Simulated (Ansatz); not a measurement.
Reaction (redistribution): `N[SiH2][Al]([OH])[Cl]` + `O[SiH](F)[SiH3]` → `[OH][Al]([OH])[Cl]` + `N[SiH2][SiH](F)[SiH3]`

Isolated molecules relaxed with PBE0-D4/def2-TZVP in Ansatz; ΔE leaves out vibrations. CBS: MP2 limit from def2 TZ/QZ plus the TZ coupled-cluster correction, frozen cores. This one scheme is used for every species. Functionals use def2-TZVPP. B3LYP here is the variant with VWN-RPA as its local correlation; programs differ in this. One conformer a species, not always the lowest.

```tsv
level	ΔE (kJ/mol)	difference from CCSD(T)/CBS
PBE-D4	-16.7	0.0
r2SCAN-D4	-20.8	-4.1
PBE0-D4	-16.1	0.6
B3LYP-D4	-17.5	-0.8
ωB97X-V	-15.0	1.7
ωB97M-V	-15.5	1.2
B2PLYP	-16.1	0.6
PBE	-15.0	1.7
r2SCAN	-20.3	-3.6
PBE0	-14.5	2.2
B3LYP	-14.8	1.9
HF/def2-TZVPP	-10.0	6.7
MP2/def2-TZVPP	-18.5	-1.8
SCS-MP2/def2-TZVPP	-16.8	-0.1
CCSD/def2-TZVPP	-15.7	1.0
CCSD(T)/def2-TZVPP	-16.1	0.6
HF/def2-QZVPP	-10.1	6.6
MP2/def2-QZVPP	-18.9	-2.2
SCS-MP2/def2-QZVPP	-17.3	-0.6
HF/CBS(def2)	-10.1	6.6
MP2/CBS(def2)	-19.1	-2.4
CCSD/CBS(def2)	-16.3	0.4
CCSD(T)/CBS	-16.7	0
```

Largest T1 diagnostic among the species: 0.013.

In def2-TZVPP, CCSD(T) changes the Hartree–Fock value by −6.0 kJ/mol (the triples alone add −0.4 kJ/mol) and MP2 by −8.5 kJ/mol.
